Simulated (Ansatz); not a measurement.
Abridged output of a molecular run in Ansatz:

```
Functional definition: HF
1861 factors; integrals over basis functions are off by at most 1.1e-3 eV
mean field evaluation 1: about -33446.1747 eV, gradient 5.2e1 eV
mean field evaluation 2: about -33446.5268 eV, gradient 5.3e1 eV
mean field evaluation 4: about -33451.9757 eV, gradient 4.4e0 eV
mean field evaluation 8: about -33452.0573 eV, gradient 2.6e-1 eV
mean field -33452.05765945 eV, -1229.3404443656 hartree, gradient 2.7e-6 eV, S^2 0.000000; 0 other end points of the search recorded, 0 dependent functions left out
18 core orbitals not correlated: weight in the atoms' cores, before any rotation towards them, 1.000 or more for the frozen orbitals, at most 0.000 for the correlated occupied ones
reference -33452.05765945 eV, -1229.3404443656 hartree; 19, 19 occupied and 280, 280 virtual orbitals, 1861 factors
second order -29.67314907 eV of doubles, -0.00000000 eV of singles
cycle   1  -30.34071426 eV  change   -6.7e-1 eV  update   1.1e-1
cycle   2  -31.01733077 eV  change   -6.8e-1 eV  update   3.1e-2
cycle   3  -31.15720473 eV  change   -1.4e-1 eV  update   1.5e-2
cycle   4  -31.14263093 eV  change    1.5e-2 eV  update   3.1e-3
cycle   5  -31.14137036 eV  change    1.3e-3 eV  update   1.3e-3
cycle   6  -31.14183999 eV  change   -4.7e-4 eV  update   3.6e-4
cycle   7  -31.14161368 eV  change    2.3e-4 eV  update   1.4e-4
cycle   8  -31.14157562 eV  change    3.8e-5 eV  update   4.0e-5
perturbative correction -1.18549613 eV, -0.0435661794 hartree
Total energy: -33484.38473120 eV, -1230.5284423405 hartree
```

Its atoms:

Cartesian coordinates in Å:
```
O -0.271 -1.044 -1.522
Si 0.884 0.111 -1.192
C 0.205 1.087 0.236
Si -0.637 0.040 1.524
O -1.844 -0.832 0.864
Cl 0.814 -1.183 2.345
H -0.081 -1.686 -2.207
H 1.095 0.964 -2.394
H 2.175 -0.539 -0.848
H 1.023 1.649 0.699
H -0.527 1.811 -0.138
H -1.216 0.816 2.639
H -1.621 -1.193 -0.005
```

Question: Which basis set was used?
A. def2-QZVPP
B. def2-SVP
C. cc-pV(Q+d)Z
D. def2-TZVPP

Answer: D. It gives 317 functions.

Question: Write the keys of the input that set method, charge and spin (a neutral closed shell needs none for the last two).

Answer: 
```yaml
correlation: {method: ccsd_t}
```
